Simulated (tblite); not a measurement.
Species: C6H10F2 (charge +1 and doublet state).
SMILES with atom numbers: `[CH3:1][CH2:2][CH2:3][CH+:4][CH:5][CH:6]([F:7])[F:8]` (hydrogens: H9, H10, H11 on C1; H12, H13 on C2; H14, H15 on C3; H16 on C4; H17 on C5; H18 on C6)

The geometry is computed with GFN2-xTB (gas phase). This method treats the open shell by occupation alone, without spin polarisation.

Q: Give the optimised bond lengths and angles.

A: 
| bond | length (Å) |
| --- | --- |
| C1–C2 | 1.508 |
| C2–C3 | 1.507 |
| C3–C4 | 1.473 |
| C4–C5 | 1.349 |
| C5–C6 | 1.498 |
| C6–F7 | 1.339 |
| C6–F8 | 1.351 |
| C1–H9, C1–H10, C1–H11 | 1.090 |
| C2–H12, C2–H13 | 1.101 |
| C3–H14, C3–H15 | 1.104 |
| C4–H16 | 1.085 |
| C5–H17 | 1.082 |
| C6–H18 | 1.114 |

Bonds in one row agree within 0.01 Å and their mean is given. A selection of angles:
| angle | degrees |
| --- | --- |
| C2–C1–H9 | 111.7 |
| H9–C1–H10 | 107.9 |
| H9–C1–H11 | 105.8 |
| H10–C1–H11 | 108.7 |
| C1–C2–C3 | 115.3 |
| C1–C2–H12 | 109.7 |
| C1–C2–H13 | 108.4 |
| C3–C2–H12 | 110.3 |
| H12–C2–H13 | 103.1 |
| C2–C3–C4 | 116.0 |
| C2–C3–H14 | 109.7 |
| C2–C3–H15 | 111.0 |
| C4–C3–H14 | 107.5 |
| C4–C3–H15 | 110.6 |
| H14–C3–H15 | 100.9 |
| C3–C4–C5 | 126.7 |
| C3–C4–H16 | 116.8 |
| C5–C4–H16 | 116.6 |
| C4–C5–C6 | 127.0 |
| C4–C5–H17 | 120.6 |
| C6–C5–H17 | 112.4 |
| C5–C6–F7 | 111.6 |
| C5–C6–F8 | 113.5 |
| C5–C6–H18 | 109.4 |
| F7–C6–F8 | 107.4 |
| F7–C6–H18 | 107.4 |

Torsions: C1–C2–C3–C4 179° (antiperiplanar); C2–C3–C4–C5 -176° (antiperiplanar); C3–C4–C5–C6 5° (synperiplanar); C4–C5–C6–F7 132° (anticlinal). The mirror-image conformer, all signs reversed, is as good.

C4 (carbon bonded to 2 C and H) is planar (angles 126.7°, 116.8° and 116.6°, sum 360.0°, 0.01 Å off the plane of its three neighbours). Of the pairs four or more bonds apart, F8···H14 is among the closest relative to their van der Waals radii: 2.26 Å, 85 % of the sum of Bondi's values. C5 (carbon bonded to 2 C and H) is planar (angles 127.0°, 120.6° and 112.4°, sum 360.0°, 0.01 Å off the plane of its three neighbours). The 5 C–C bonds span 1.349 Å (C4–C5, drawn single) to 1.508 Å (C1–C2, drawn single), a spread of 0.159 Å.

Point group: C1 (no symmetry element, even within 0.4 Å). Its GFN2-xTB frequencies are all real (lowest 37 cm⁻¹).

Time: 1.4 s of wall time. Hardware: one thread, Arm Neoverse V1 (aarch64), shared host with 64 logical CPUs at a one-minute load of 16. That covers the optimisation of the geometry.
